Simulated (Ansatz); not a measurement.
C3H11BSe, relaxed with RKS PBE-D4/def2-SVP in the Gaussian-basis code of Ansatz from a rough embedded geometry. The force threshold is 0.03 eV/Å; the program also tests the step.

Charge 0, multiplicity 1. The bonds changed during the relaxation, so this is another structure than the one it started from.

Start:

```xyz
16

C     1.226   -0.347    0.628
B    -0.130    0.009   -0.055
C     0.169    0.957   -1.288
C    -1.065    0.815    0.951
Se   -1.087   -1.642   -0.710
H     1.926   -0.936   -0.102
H     1.789    0.523    0.975
H     1.090   -1.050    1.466
H    -0.830    1.232   -1.830
H     0.774    0.445   -2.068
H     0.655    1.883   -0.979
H    -1.283    0.101    1.847
H    -0.534    1.643    1.396
H    -2.037    1.012    0.539
H     0.172   -2.222   -1.335
H    -0.834   -2.425    0.564
```

```tsv
step	energy (eV)	largest force (eV/Å)	largest move (Å)
1	-69289.4231	3.441	0.000
2	-69290.1028	1.019	0.181
3	-69290.2510	0.610	0.195
4	-69290.2782	0.352	0.036
5	-69290.2925	0.158	0.081
6	-69290.2982	0.041	0.032
7	-69290.2993	0.020	0.033
```

End:

```xyz
16

C     1.353   -0.368    0.674
B     0.016    0.239    0.031
C     0.159    1.002   -1.376
C    -1.104    0.784    1.044
Se   -1.151   -1.773   -0.762
H     2.013   -0.892   -0.049
H     1.948    0.491    1.065
H     1.180   -1.038    1.543
H    -0.804    1.239   -1.875
H     0.822    0.497   -2.111
H     0.639    1.984   -1.157
H    -1.282    0.137    1.930
H    -0.726    1.753    1.446
H    -2.084    1.014    0.573
H    -0.002   -2.447   -1.421
H    -0.977   -2.622    0.445
```

Run time 10 s (4 threads of an Intel Xeon Platinum 8488C on a shared host); peak host memory 0.22 GiB.
